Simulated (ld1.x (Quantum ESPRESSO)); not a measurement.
u(r) = r·R(r): atom against pseudo-atom (W (Z = 74))

Columns: radius, all-electron u(r) and pseudo u(r) of the 5d shell (level -4.51 eV) of tungsten in the configuration [Kr] 4d10 4f14 5s2 5p6 5d4 6s2 6p0; PBEsol, scalar-relativistic, TM scheme, ld1.x (Quantum ESPRESSO) 7.5.

```json
{"r (bohr)": "0.095", "all-electron": "0.2034", "pseudo": "0.0011"}
{"r (bohr)": "0.190", "all-electron": "0.0686", "pseudo": "0.0084"}
{"r (bohr)": "0.285", "all-electron": "-0.2131", "pseudo": "0.0274"}
{"r (bohr)": "0.380", "all-electron": "-0.3255", "pseudo": "0.0620"}
{"r (bohr)": "0.475", "all-electron": "-0.2665", "pseudo": "0.1136"}
{"r (bohr)": "0.570", "all-electron": "-0.1165", "pseudo": "0.1814"}
{"r (bohr)": "0.665", "all-electron": "0.0612", "pseudo": "0.2622"}
{"r (bohr)": "0.760", "all-electron": "0.2314", "pseudo": "0.3506"}
{"r (bohr)": "0.855", "all-electron": "0.3785", "pseudo": "0.4403"}
{"r (bohr)": "0.950", "all-electron": "0.4972", "pseudo": "0.5246"}
{"r (bohr)": "1.045", "all-electron": "0.5881", "pseudo": "0.5980"}
{"r (bohr)": "1.140", "all-electron": "0.6541", "pseudo": "0.6566"}
{"r (bohr)": "1.235", "all-electron": "0.6987", "pseudo": "0.6990"}
{"r (bohr)": "1.330", "all-electron": "0.7259", "pseudo": "0.7258"}
{"r (bohr)": "1.425", "all-electron": "0.7390", "pseudo": "0.7390"}
{"r (bohr)": "1.520", "all-electron": "0.7413", "pseudo": "0.7413"}
{"r (bohr)": "1.615", "all-electron": "0.7353", "pseudo": "0.7353"}
{"r (bohr)": "1.710", "all-electron": "0.7229", "pseudo": "0.7229"}
{"r (bohr)": "1.805", "all-electron": "0.7060", "pseudo": "0.7060"}
{"r (bohr)": "1.900", "all-electron": "0.6858", "pseudo": "0.6858"}
{"r (bohr)": "1.995", "all-electron": "0.6634", "pseudo": "0.6634"}
{"r (bohr)": "2.090", "all-electron": "0.6396", "pseudo": "0.6396"}
{"r (bohr)": "2.185", "all-electron": "0.6149", "pseudo": "0.6149"}
{"r (bohr)": "2.280", "all-electron": "0.5899", "pseudo": "0.5899"}
{"r (bohr)": "2.375", "all-electron": "0.5649", "pseudo": "0.5649"}
{"r (bohr)": "2.470", "all-electron": "0.5400", "pseudo": "0.5400"}
```

Problem. How many radial nodes do the two functions have?

Solution. The all-electron 5d function has n − l − 1 = 2; the pseudo-wave has 0, since the states of the same l below it are removed with the core.

Problem. At about which radius was the pseudo-wave matched?

Solution. 1.55 bohr. The columns agree to 0.0005 from 1.24 bohr on; several derivatives are matched, so the curves merge somewhat inside the radius.

Problem. Is the pseudo-wave norm-conserving?

Solution. Yes: the TM scheme keeps the norm inside the radius equal to the all-electron one, which fixes the energy derivative of the logarithmic derivative at the level.
